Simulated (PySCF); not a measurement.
Ga(Me)(SeH)2 (CH5GaSe2), SMILES [CH3][Ga]([SeH])[SeH].

Coordinates come from a ωB97X-D3(BJ)/def2-SVP optimisation. One conformer was computed; it need not be the lowest.

Method: PBE/def2-TZVP in PySCF.

Gas-phase values at a fixed geometry.

Task: Estimate the frontier levels, gap, dipole moment and polarisability. (The exact figures need the calculation; the answer reports its results.)

Result: 
```yaml
highest_occupied_level: -5.88 eV
lowest_empty_level: -1.58 eV
orbital_gap: 4.30 eV
dipole_moment: 1.58 D
quadrupole, principal values (traceless, Buckingham form, about the centre of nuclear charge): -3.92, -2.53, 6.46 D·Å
mean_static_polarisability: 99.5 bohr³ (14.74 Å³)
polarisability_principal_values: 69.8, 104.7, 123.8 bohr³
```
